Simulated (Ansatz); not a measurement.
Geometry optimisation, Ansatz 0.2.0, UKS PBE0/STO-3G.

input.yaml

```yaml
crystal:
  periodic: [false, false, false]
  atoms:
    - { symbol: C, position_ang: [0.0988, 1.2959, 1.4559] }
    - { symbol: O, position_ang: [-0.3587, -0.0056, 1.4804] }
    - { symbol: Al, position_ang: [0.4125, -0.9294, 0.0757] }
    - { symbol: C, position_ang: [-0.3743, -1.0079, -1.6906] }
    - { symbol: F, position_ang: [-1.6417, -0.3351, -1.6525] }
    - { symbol: H, position_ang: [1.1504, 1.4505, 1.5825] }
    - { symbol: H, position_ang: [-0.4112, 1.8814, 2.286] }
    - { symbol: H, position_ang: [-0.233, 1.8505, 0.4925] }
    - { symbol: H, position_ang: [-0.66988, -0.76469, 2.03453] }
    - { symbol: H, position_ang: [0.2122, -0.56, -2.4304] }
    - { symbol: H, position_ang: [-0.6541, -2.0779, -1.9296] }
magnetization:
  spin_polarized: true
basis:
  gaussian: { orbitals: STO-3G }
hamiltonian:
  xc: pbe0
relax:
  f_tol: 0.02
  max_steps: 50
output:
  orbitals: {}
```

Run as:

```bash
$ ansatz run input.yaml --threads 1 --pin off --max-ram 2048MiB --backend cpu --events-out ev --progress --plain --runs-dir out
```

**Question.** Where does it end, and by what steps?

**Answer.** The forces met the threshold. Limits of this set-up: minimal basis. After 16 steps the energy has fallen by 3.597 eV; F5 moved furthest, 1.29 Å.

```
step  energy less start (eV)  largest force component (eV/Å)  accepted
   0                  0.0000                           5.537       yes
   1                 -1.8144                           2.753       yes
   2                 -2.7534                           2.184       yes
   3                 -3.0104                           2.648       yes
   4                 -3.1249                           1.106       yes
   5                 -3.1757                           0.315       yes
   6                 -3.2288                           0.434       yes
   7                 -3.3238                           0.468       yes
   8                 -3.4242                           0.300       yes
   9                 -3.5160                           0.683       yes
  10                 -3.5626                           0.230       yes
  11                 -3.5756                           0.287       yes
  12                 -3.5527                           0.941        no
  13                 -3.5943                           0.091       yes
  14                 -3.5959                           0.071       yes
  15                 -3.5965                           0.030       yes
  16                 -3.5967                           0.005       yes
```

```xyz
11
Properties=species:S:1:pos:R:3
C -0.257 1.117 1.171
O -0.070 -0.309 1.482
Al 0.312 -1.831 0.221
C -0.339 -0.734 -1.400
F -0.831 0.620 -1.326
H 0.681 1.680 1.330
H -1.049 1.550 1.808
H -0.551 1.093 0.071
H 0.304 -0.370 2.421
H 0.478 -0.708 -2.161
H -1.147 -1.310 -1.912
```

The run took 100 s on 1 thread of Arm Neoverse N1, on a shared host, peak memory 0.17 GiB.
